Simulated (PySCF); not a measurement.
C₂Fe, SMILES [C]1[C][Fe]1, multiplicity 5. Geometry: B3LYP-D3(BJ)/def2-TZVP. The spin state was assumed, not searched.

Method: PySCF with B3LYP-D3(BJ)/def2-TZVP.

Harmonic wavenumbers (cm⁻¹): 422, 576, 1748. Rotational constants (GHz): 51.67, 9.167, 7.786; symmetry number 2.

Question: Work out the zero-point energy and the ideal-gas rigid-rotor harmonic-oscillator thermochemistry at 298.15 K and 1 atm.

Answer: ZPE = ½ Σ hcν = ½ × 2747 cm⁻¹ = 16.43 kJ/mol. H − E(el) = 27.56 kJ/mol. Entropy in J/(mol K): translation 163.38, rotation 86.26, vibration 5.78, spin 13.38, total 268.79. G − E(el) = -52.58 kJ/mol. Cp = 43.87 J/(mol K).
